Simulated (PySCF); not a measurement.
# Adding and removing an electron: TlSb

PBE0; PySCF, scalar-relativistic core potentials, basis sets Tl cc-pVDZ-PP with ECP60, Sb cc-pVDZ-PP with ECP28. Neutral (UKS): triplet (π ↑↑), Re = 3.014 Å, ωe = 125 cm⁻¹, De = 1.62 eV, HOMO -4.78 eV, LUMO -2.75 eV.

TlSb⁺ (UKS): quartet (σ ↑, π ↑↑), Re = 3.307 Å, ωe = 65.1 cm⁻¹. The energies at the minima are -412.77067 hartree for TlSb and -412.52882 for TlSb⁺.

(1) Work out the adiabatic ionisation energy, without and with harmonic zero-point energies (1 hartree = 27.2114 eV, 1 eV = 8065.5 cm⁻¹), and the change of the bond length.

Spin–orbit coupling is left out, which matters for elements this heavy, above all for dissociation energies. States were picked by a PBE0 search and need not be the measured ground states.

Results:

(1) At PBE0: 0.24185 hartree = 6.581 eV between the minima; the zero-point term (65.1 − 125.0)/2 cm⁻¹ = -0.004 eV makes it 6.577 eV. Re changes by +29.3 pm against the neutral. The electron leaves a σ orbital, and the longer bond of the ion fits a bonding orbital, or a change in how ionic the bond is.
